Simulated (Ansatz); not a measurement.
C2H7OSb (`[CH3][SbH][CH2]O`), relaxed with RKS PBE0-D4/def2-TZVP in Ansatz from a PBE-D4/def2-SVP geometry. The force threshold is 0.005 eV/Å; the program also tests the step.

Charge 0, multiplicity 1. Sb: def2 effective core potential.

Start:

```xyz
11

C    -0.838   -0.907   -1.051
Sb   -0.369   -1.045    1.099
C     0.883    0.822    0.943
O     1.863    0.686   -0.058
H    -1.176    0.112   -1.325
H     0.072   -1.172   -1.625
H    -1.632   -1.634   -1.308
H    -1.813   -0.177    1.548
H     0.201    1.689    0.786
H     1.408    0.964    1.909
H     1.402    0.664   -0.918
```

| step | energy (eV) | largest force (eV/Å) | largest move (Å) |
| --- | --- | --- | --- |
| 1 | -10769.2996 | 0.730 | 0.000 |
| 2 | -10769.3472 | 0.526 | 0.081 |
| 3 | -10769.3632 | 0.213 | 0.048 |
| 4 | -10769.3672 | 0.088 | 0.026 |
| 5 | -10769.3676 | 0.100 | 0.037 |
| 6 | -10769.3682 | 0.037 | 0.013 |
| 7 | -10769.3683 | 0.064 | 0.019 |
| 8 | -10769.3687 | 0.024 | 0.028 |
| 9 | -10769.3688 | 0.026 | 0.023 |
| 10 | -10769.3689 | 0.015 | 0.008 |
| 11 | -10769.3689 | 0.007 | 0.005 |
| 12 | -10769.3689 | 0.004 | 0.003 |

End:

```xyz
11

C    -0.860   -0.904   -1.053
Sb   -0.314   -1.036    1.036
C     0.852    0.822    0.936
O     1.904    0.708    0.005
H    -1.154    0.113   -1.319
H    -0.013   -1.220   -1.663
H    -1.693   -1.578   -1.252
H    -1.739   -0.241    1.571
H     0.182    1.658    0.706
H     1.306    1.003    1.910
H     1.527    0.675   -0.878
```

Run time 37 s (4 threads of an Arm Neoverse V1 on a shared host); peak host memory 0.46 GiB.
